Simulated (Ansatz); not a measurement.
`BN[SiH2]CO`, relaxed with RKS PBE0-D4/def2-TZVP in Ansatz from a PBE-D4/def2-SVP geometry. The force threshold is 0.005 eV/Å; the program also tests the step.

Charge 0, multiplicity 1.

Start:

```xyz
13

B    -1.917   -1.120    0.714
N    -1.440   -0.445   -0.426
Si   -0.123    0.756   -0.424
C     1.598   -0.029   -0.181
O     2.589    0.995   -0.092
H    -1.433   -0.839    1.800
H    -2.790   -1.962    0.608
H    -1.849   -0.690   -1.333
H    -0.171    1.491   -1.734
H    -0.334    1.728    0.705
H     1.599   -0.723    0.697
H     1.855   -0.655   -1.062
H     2.416    1.494    0.728
```

Problem. By how much does the energy fall, and how many steps does the optimiser take? (Best estimate.)

Solution. Computed: 5.92 kJ/mol, in 14 steps, 1 of them rejected.

Problem. Which bonds change most? (Best estimate.)

Solution. The calculation gave: N2–Si3 from 1.782 to 1.749 Å; Si3–C4 from 1.907 to 1.886 Å; B1–H7 from 1.218 to 1.197 Å; B1–H6 from 1.221 to 1.201 Å.

Problem. Give the relaxed structure. (An estimate is asked.)

Solution. The calculation gave: 
```xyz
13

B    -1.862   -1.111    0.711
N    -1.420   -0.430   -0.427
Si   -0.131    0.752   -0.443
C     1.560   -0.038   -0.178
O     2.568    0.955   -0.026
H    -1.348   -0.856    1.765
H    -2.733   -1.928    0.628
H    -1.861   -0.649   -1.308
H    -0.179    1.457   -1.750
H    -0.334    1.735    0.656
H     1.537   -0.733    0.674
H     1.841   -0.632   -1.052
H     2.362    1.480    0.752
```
